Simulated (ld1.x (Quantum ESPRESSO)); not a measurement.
## u(r) = r·R(r): atom against pseudo-atom (Ni (Z = 28))

Columns: radius, all-electron u(r) and pseudo u(r) of the 3d shell (level -8.87 eV) of nickel in the configuration [Ar] 3d8 4s2 4p0; PBE, scalar-relativistic, TM scheme, ld1.x (Quantum ESPRESSO) 7.5.

```tsv
r (bohr)	all-electron	pseudo
0.113	0.1226	0.0198
0.225	0.4330	0.1399
0.338	0.7171	0.3906
0.450	0.8934	0.7005
0.563	0.9715	0.9609
0.675	0.9780	1.0884
0.788	0.9419	1.0825
0.900	0.8842	0.9941
1.013	0.8167	0.8787
1.125	0.7479	0.7731
1.238	0.6804	0.6867
1.350	0.6174	0.6181
1.463	0.5588	0.5588
1.575	0.5057	0.5057
1.688	0.4571	0.4571
1.800	0.4136	0.4136
1.913	0.3740	0.3740
2.025	0.3387	0.3387
2.138	0.3066	0.3066
2.250	0.2779	0.2779
2.363	0.2517	0.2517
2.475	0.2284	0.2284
2.588	0.2071	0.2071
2.700	0.1879	0.1879
2.813	0.1705	0.1705
2.925	0.1548	0.1548
```

Problem. How many radial nodes do the two functions have?

Solution. The all-electron 3d function has n − l − 1 = 0; the pseudo-wave has 0.

Problem. At about which radius was the pseudo-wave matched?

Solution. 1.50 bohr, where the columns begin to agree (steps of 0.11 bohr).

Problem. Where does each function peak?

Solution. Outermost all-electron maximum near 0.68 bohr, pseudo maximum near 0.68 bohr (to the table’s step).

Problem. Is the pseudo-wave norm-conserving?

Solution. Yes: the TM scheme keeps the norm inside the radius equal to the all-electron one, which fixes the energy derivative of the logarithmic derivative at the level.
